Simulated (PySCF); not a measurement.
**Sr (strontium, neutral) across methods**

[Kr] 4d2, high-spin 3F determinant (an excited configuration). All numbers are calculated (PySCF 2.14, scalar relativity by spin-free X2C-1e, in ANO-RCC-VTZP (7s6p3d1f, 47 functions)). The B2PLYP total includes its PT2 part (frozen core); its orbital energies are those of the SCF part.

```json
{"method": "r2SCAN0", "E (hartree)": "-3178.97", "mean ε 4p α (eV)": "-21.984", "mean ε 4p β (eV)": "-21.224", "mean ε 4d α (eV)": "-0.609", "Σ⟨r²⟩ (bohr²)": "56.07", "⟨S²⟩": "2.002"}
{"method": "B2PLYP", "E (hartree)": "-3178.49", "mean ε 4p α (eV)": "-23.400", "mean ε 4p β (eV)": "-22.525", "mean ε 4d α (eV)": "-1.024", "Σ⟨r²⟩ (bohr²)": "56.44", "⟨S²⟩": "2.001"}
{"method": "wB97M-V", "E (hartree)": "-3178.74", "mean ε 4p α (eV)": "-23.951", "mean ε 4p β (eV)": "-23.276", "mean ε 4d α (eV)": "-2.096", "Σ⟨r²⟩ (bohr²)": "56.21", "⟨S²⟩": "2.001"}
{"method": "PBE0", "E (hartree)": "-3178.69", "mean ε 4p α (eV)": "-21.566", "mean ε 4p β (eV)": "-20.826", "mean ε 4d α (eV)": "-0.566", "Σ⟨r²⟩ (bohr²)": "56.16", "⟨S²⟩": "2.001"}
{"method": "r2SCAN", "E (hartree)": "-3178.99", "mean ε 4p α (eV)": "-20.168", "mean ε 4p β (eV)": "-19.532", "mean ε 4d α (eV)": "0.047", "Σ⟨r²⟩ (bohr²)": "56.10", "⟨S²⟩": "2.002"}
{"method": "B3LYP", "E (hartree)": "-3179.05", "mean ε 4p α (eV)": "-21.108", "mean ε 4p β (eV)": "-20.479", "mean ε 4d α (eV)": "-0.389", "Σ⟨r²⟩ (bohr²)": "56.38", "⟨S²⟩": "2.001"}
{"method": "UHF", "E (hartree)": "-3177.05216", "mean ε 4p α (eV)": "-26.615", "mean ε 4p β (eV)": "-25.400", "mean ε 4d α (eV)": "-2.031", "Σ⟨r²⟩ (bohr²)": "56.66", "⟨S²⟩": "2.004"}
{"method": "PBE", "E (hartree)": "-3178.63", "mean ε 4p α (eV)": "-19.524", "mean ε 4p β (eV)": "-18.940", "mean ε 4d α (eV)": "0.096", "Σ⟨r²⟩ (bohr²)": "56.31", "⟨S²⟩": "2.001"}
{"method": "LDA", "E (hartree)": "-3174.83", "mean ε 4p α (eV)": "-19.680", "mean ε 4p β (eV)": "-19.140", "mean ε 4d α (eV)": "0.115", "Σ⟨r²⟩ (bohr²)": "56.41", "⟨S²⟩": "2.000"}
```

The highest occupied level is positive at r2SCAN, PBE, LDA: only the finite basis holds that electron, which in a density functional comes from self-interaction.
